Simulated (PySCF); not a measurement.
# Basis-set dependence of excited states

C4H8Ge.
SMILES: `C=C[C](=C)[GeH3]`

TDDFT with PBE0 (PySCF), vertical singlets, core orbitals frozen in the response, spherical d and f functions. One conformer (not necessarily the lowest) at the PBE0-D3(BJ)/def2-SVP geometry, without solvent, vibrations or thermal averaging. The PBE0/6-31G* calculation is non-relativistic and has no spin–orbit coupling, an omission that weighs most on germanium.

```csv
basis,functions,diffuse,S1 (eV),S2 (eV),S3 (eV),S4 (eV),S5 (eV),LUMO (eV),α (au)
6-31G*,104,no,5.98,6.22,6.91,6.94,7.54,-0.69,69.2
def2-SVP,128,no,5.91,6.07,6.83,7.11,7.37,-0.97,73.7
def2-SVPD,182,yes,5.74,5.98,6.43,6.69,6.90,-1.12,84.3
aug-cc-pVDZ,200,yes,5.59,5.94,5.95,6.44,6.46,-1.15,86.4
def2-TZVP,220,no,5.71,5.96,6.71,6.98,7.15,-1.10,82.0
def2-TZVPD,274,yes,5.65,5.93,6.23,6.64,6.71,-1.14,85.9
```

Q: How much do these states and the polarisability depend on the basis?

A: States are compared by their number. Against the largest diffuse basis here (def2-TZVPD, itself not a converged limit), sets without diffuse functions differ by up to 0.33 eV in S1 and 0.83 eV in S5; the smaller diffuse sets differ by up to 0.08 and 0.25 eV. State by state, the largest deviation of a set without diffuse functions is S1 0.33, S2 0.29, S3 0.68, S4 0.47, S5 0.83 eV. The same number needn't mean the same state in each row. Against def2-TZVPD the polarisability deviates by -19% in 6-31G*, -14% in def2-SVP, -2% in def2-SVPD, 0% in aug-cc-pVDZ, -5% in def2-TZVP.
